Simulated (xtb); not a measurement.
F6W (SMILES [F][W]([F])([F])([F])([F])[F]), singlet, geometry from GFN2-xTB (such geometries of metal compounds can be far from the true shape); GFN2-xTB run with xtb 6.7.1.

Here is a job for xtb.
```
$ xtb mol.xyz --gfn 2 --acc 0.0001 --json

# file mol.xyz
7

W      0.00000000    -0.00000000    -0.00000000
F      1.10915424    -0.45499889    -1.39234928
F     -1.10915424     0.45499889     1.39234928
F     -1.16633876     0.78225540    -1.18474218
F     -0.88617967    -1.59904226    -0.18339327
F      0.88617967     1.59904226     0.18339327
F      1.16633876    -0.78225540     1.18474218
```

It wrote (shortened):

```
   ID    Z sym.   atoms
    1   74 W      1
    2    9 F      2-7

           -------------------------------------------------
          |                Calculation Setup                |
           -------------------------------------------------

           -------------------------------------------------
          |                 G F N 2 - x T B                 |
           -------------------------------------------------

          ...................................................
          :                      SETUP                      :
          :.................................................:
          :  # basis functions                  34          :
          :  # atomic orbitals                  33          :
          :  # shells                           15          :
          :  # electrons                        48          :
          :  max. iterations                   250          :
          :  Hamiltonian                  GFN2-xTB          :
          :  restarted?                      false          :
          :  GBSA solvation                  false          :
          :  PC potential                    false          :
          :  electronic temp.          300.0000000     K    :
          :  accuracy                    0.0001000          :
          :  -> integral cutoff          0.6500000E+02      :
          :  -> integral neglect         0.1000000E-11      :
          :  -> SCF convergence          0.1000000E-09 Eh   :
          :  -> wf. convergence          0.1000000E-07 e    :
          :  Broyden damping             0.4000000          :
          :  net charge                          0          :
          :  unpaired electrons                  0          :
          ...................................................

 iter      E             dE          RMSdq      gap      omega  full diag
   1    -26.6688389 -0.266688E+02  0.152E+01    2.09       0.0  T
   2    -26.4723346  0.196504E+00  0.211E+01   15.06       1.0  T
   3    -30.1744632 -0.370213E+01  0.128E+01    7.51       1.0  T
   4    -29.1945134  0.979950E+00  0.164E+01    9.10       1.0  T
   5    -31.2316591 -0.203715E+01  0.360E+00    6.78       1.0  T
   6    -31.2294965  0.216262E-02  0.367E+00    6.75       1.0  T
   7    -31.3319193 -0.102423E+00  0.491E-01    6.85       1.0  T
   8    -31.3311251  0.794226E-03  0.367E-01    7.51       1.0  T
   9    -31.3328546 -0.172953E-02  0.234E-01    7.45       1.0  T
  10    -31.3339293 -0.107465E-02  0.172E-02    7.37       2.2  T
  11    -31.3339332 -0.390233E-05  0.106E-02    7.37       3.6  T
  12    -31.3339358 -0.260681E-05  0.949E-04    7.37      39.8  T
  13    -31.3339358 -0.705504E-08  0.812E-04    7.37      46.6  T
  14    -31.3339358 -0.870965E-08  0.561E-04    7.37      67.4  T
  15    -31.3339358 -0.692136E-08  0.962E-06    7.36    3930.4  T
  16    -31.3339358  0.148148E-11  0.181E-05    7.36    2088.3  T
  17    -31.3339358 -0.170175E-11  0.127E-05    7.36    2980.4  T
  18    -31.3339358 -0.175859E-11  0.162E-06    7.36   23401.6  T
  19    -31.3339358 -0.390799E-13  0.508E-08    7.36  100000.0  T
  20    -31.3339358  0.284217E-13  0.207E-09    7.36  100000.0  T

   *** convergence criteria satisfied after 20 iterations ***

         :::::::::::::::::::::::::::::::::::::::::::::::::::::
         ::                     SUMMARY                     ::
         :::::::::::::::::::::::::::::::::::::::::::::::::::::
         :: total energy             -31.307739400415 Eh    ::
         :: gradient norm              0.000017229842 Eh/a0 ::
         :: HOMO-LUMO gap              7.364940038940 eV    ::
         ::.................................................::
         :: SCC energy               -31.333934472892 Eh    ::
         :: -> isotropic ES           -0.283603081008 Eh    ::
         :: -> anisotropic ES         -0.001765221096 Eh    ::
         :: -> anisotropic XC         -0.001519105300 Eh    ::
[...]
        13        2.0000           -0.5860405             -15.9470
        14        2.0000           -0.5796268             -15.7724
        15        2.0000           -0.5796268             -15.7724
        16        2.0000           -0.5774048             -15.7120
        17        2.0000           -0.5774048             -15.7120
        18        2.0000           -0.5774048             -15.7120
        19        2.0000           -0.5770875             -15.7033
        20        2.0000           -0.5770875             -15.7033
        21        2.0000           -0.5770875             -15.7033
        22        2.0000           -0.5736377             -15.6095
        23        2.0000           -0.5736377             -15.6095
        24        2.0000           -0.5736377             -15.6095 (HOMO)
        25                         -0.3029811              -8.2445 (LUMO)
        26                         -0.3029811              -8.2445
        27                         -0.3029811              -8.2445
        28                          0.2093803               5.6975
        29                          0.2093803               5.6975
        30                          0.3164758               8.6117
        31                          0.3164758               8.6117
        32                          0.3164758               8.6117
        33                          0.3952394              10.7550
      -------------------------------------------------------------
                  HL-Gap            0.2706566 Eh            7.3649 eV
             Fermi-level           -0.4383094 Eh          -11.9270 eV

     #   Z          covCN         q      C6AA      α(0)
     1  74 W        4.556     2.096   292.791    37.739
     2   9 F        0.759    -0.349    12.902     4.242
     3   9 F        0.759    -0.349    12.902     4.242
     4   9 F        0.759    -0.349    12.902     4.242
     5   9 F        0.759    -0.349    12.902     4.242
     6   9 F        0.759    -0.349    12.902     4.242
     7   9 F        0.759    -0.349    12.902     4.242

 Mol. C6AA /au·bohr⁶  :       1416.045801
 Mol. C8AA /au·bohr⁸  :      89696.941535
 Mol. α(0) /au        :         63.194014

Wiberg/Mayer (AO) data.
largest (>0.10) Wiberg bond orders for each atom

 ---------------------------------------------------------------------------
     #   Z sym  total        # sym  WBO       # sym  WBO       # sym  WBO
 ---------------------------------------------------------------------------
     1  74 W    5.012 --     2 F    0.835     3 F    0.835     4 F    0.835
                             7 F    0.835     6 F    0.835     5 F    0.835
     2   9 F    1.073 --     1 W    0.835
     3   9 F    1.073 --     1 W    0.835
     4   9 F    1.073 --     1 W    0.835
     5   9 F    1.073 --     1 W    0.835
     6   9 F    1.073 --     1 W    0.835
     7   9 F    1.073 --     1 W    0.835
 ---------------------------------------------------------------------------

Topologies differ in total number of bonds
Writing topology from bond orders to xtbtopo.mol

molecular dipole:
                 x           y           z       tot (Debye)
 q only:       -0.000       0.000       0.000
   full:       -0.000      -0.000       0.000       0.000
molecular quadrupole (traceless):
                xx          xy          yy          xz          yz          zz
 q only:        0.000      -0.000      -0.000      -0.000       0.000       0.000
  q+dip:        0.000      -0.000      -0.000      -0.000       0.000       0.000
   full:        0.000      -0.000      -0.000      -0.000       0.000       0.000

           -------------------------------------------------
          | TOTAL ENERGY              -31.307739400415 Eh   |
          | GRADIENT NORM               0.000017229842 Eh/α |
          | HOMO-LUMO GAP               7.364940038940 eV   |
           -------------------------------------------------

normal termination of xtb
```
